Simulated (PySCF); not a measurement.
# SMILES C=C=Cc1ncncn1, C6H5N3

Cartesian coordinates in Å; atom numbers follow the order of the lines, from 1:
```xyz
14

C     3.164    0.460   -0.257
C     2.095   -0.206    0.072
C     1.021   -0.890    0.412
C    -0.345   -0.462    0.107
N    -0.541    0.685   -0.556
C    -1.807    0.990   -0.788
N    -2.865    0.267   -0.424
C    -2.558   -0.850    0.228
N    -1.333   -1.266    0.521
H     3.587    1.217    0.411
H     3.661    0.291   -1.218
H     1.111   -1.836    0.954
H    -2.004    1.924   -1.330
H    -3.391   -1.486    0.553
```

The calculation used quadratic response CAM-B3LYP/aug-cc-pVDZ first hyperpolarisability, Taylor convention, gas phase in PySCF 2.14.0. Geometry: PBE0-D3(BJ)/def2-SVP.

Give the tensor of the static β(0;0,0) in the axes of these coordinates.

In au, Taylor convention; rows are the first index (the induced dipole):
```csv
,xx,yy,zz,xy,xz,yz
x,+405.9,-26.7,-15.2,-81.0,+66.2,+1.3
y,-81.0,+25.9,+8.8,-26.7,+1.3,-11.2
z,+66.2,-11.2,-12.1,+1.3,-15.2,+8.8
```
Norm of βᵢ = ⅓ Σⱼ (βᵢⱼⱼ + βⱼᵢⱼ + βⱼⱼᵢ): 369.5 au, hyper-Rayleigh value 172.1 au.
